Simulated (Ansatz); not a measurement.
Pulling on the C5–H6 bond in CH5OSb (SMILES C[O][SbH2]) (multiplicity 1 held, fragments rigid). Energies count from the point at 1.097 Å.
Geometry at that point (charge 0, multiplicity 1):
```xyz
8

Sb    -0.3916     0.2729     0.3797
H     -1.5274    -0.6889    -0.5020
H     -0.4229     1.4423    -0.8947
O      1.2163    -0.6790    -0.2641
C      1.3391    -0.9960    -1.6388
H      1.3361    -0.0961    -2.2654
H      2.2903    -1.5146    -1.7777
H      0.5293    -1.6528    -1.9785
```

Active spaces are followed from a long bond inwards. Levels need not reach the same state.

Correlated levels freeze the cores. Filled d and f shells under p-block atoms count as core.

Run with Ansatz (a first-principles code). Each number belongs to the level named beside it. In def2 rows elements past Kr take small-core potentials, without spin–orbit coupling.

Task: Estimate the energy at R = 3.509 Å that FIC-MRCISD on CASSCF(2,2)/def2-SVP returns for this input.

Result: 103.3 kcal/mol

Task: What is the computed energy at R = 3.509 Å (CASSCF(2,2)/def2-SVP)?

Result: 96.6 kcal/mol

Task: What energy at R = 3.509 Å does FIC-MRCISD+Q on CASSCF(2,2)/def2-SVP give?

Result: 103.8 kcal/mol
